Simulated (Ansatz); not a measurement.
Geometry optimisation, RKS B3LYP/def2-SVP (Ansatz).

The input (input.yaml):

```yaml
crystal:
  periodic: [false, false, false]
  atoms:
    - { symbol: "N", position_ang: [-0.5903, 1.2866, 0.0213] }
    - { symbol: B, position_ang: [-0.3069, -0.1389, -0.2177] }
    - { symbol: "N", position_ang: [0.6883, -0.8323, 0.6529] }
    - { symbol: Cl, position_ang: [-1.0815, -1.0632, -1.5617] }
    - { symbol: H, position_ang: [-0.3534, 1.8377, -0.8726] }
    - { symbol: H, position_ang: [-0.0321, 1.6987, 0.7826] }
    - { symbol: H, position_ang: [1.59608, -0.35541, 0.62187] }
    - { symbol: H, position_ang: [0.33888, -0.78973, 1.68118] }
basis:
  gaussian: { orbitals: def2-SVP }
hamiltonian:
  xc: b3lyp
relax:
  f_tol: 0.015
  max_steps: 40
```

Run as:

```bash
$ ansatz run input.yaml --threads 1 --pin off --max-ram 2048MiB --backend cpu --events-out ev --progress --plain --runs-dir out
```

Problem. Where does it end, and by what steps?

Solution. The run converged. After 9 steps the energy has fallen by 1.348 eV; H8 moved furthest, 1.22 Å.

```
step  energy less start (eV)  largest force component (eV/Å)  accepted
   0                  0.0000                           2.381       yes
   1                 -0.3773                           1.788       yes
   2                 -0.5390                           1.787       yes
   3                 -0.7435                           0.831       yes
   4                 -0.8980                           0.962       yes
   5                 -1.0628                           0.935       yes
   6                 -1.2011                           0.703       yes
   7                 -1.3015                           0.386       yes
   8                 -1.3469                           0.108       yes
   9                 -1.3479                           0.012       yes
```

```xyz
8
Properties=species:S:1:pos:R:3
N -0.245 1.391 -0.247
B -0.195 -0.010 -0.092
N 0.621 -0.686 0.839
Cl -1.252 -1.011 -1.163
H -0.846 1.833 -0.928
H 0.304 2.037 0.305
H 1.251 -0.219 1.478
H 0.622 -1.693 0.916
```

The run took 79 s on 1 CPU thread of a shared host.
